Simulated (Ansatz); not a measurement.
Consider the cleavage of the Si–Si bond: `CB(N)[SiH2][SiH3]` + `N=C(O)CO` → `OC/C(O)=N\[SiH3]` + `CB(N)[SiH3]`.

Computed with Ansatz on PBE0-D4/def2-TZVP structures; ΔE is electronic, products minus reactants. CCSD(T)/CBS is the MP2 limit (def2-TZVPP, def2-QZVPP) plus CCSD(T) − MP2 in def2-TZVPP, frozen cores. DFT in def2-TZVPP. Each species was taken in one conformer, which may not be the lowest.

```tsv
species	PBE-D4 energy (Eh)
`CB(N)[SiH2][SiH3]`	-702.35004
`N=C(O)CO`	-284.21641
`OC/C(O)=N\[SiH3]`	-574.78420
`CB(N)[SiH3]`	-411.79201
```

(1) Work out ΔE.

Largest T1 diagnostic among the species: 0.013.

## Answers

(1) ΔE = (-574.78420) + (-411.79201) − (-702.35004) − (-284.21641) = -0.00976 Eh = -0.27 eV. CCSD(T)/CBS gives -0.41 eV.

In def2-TZVPP, CCSD(T) changes the Hartree–Fock value by +0.16 eV (the triples alone add +0.01 eV) and MP2 by +0.07 eV. From PBE to PBE0 (25 % exact exchange), in def2-TZVPP and without D4, ΔE moves by −0.04 eV.
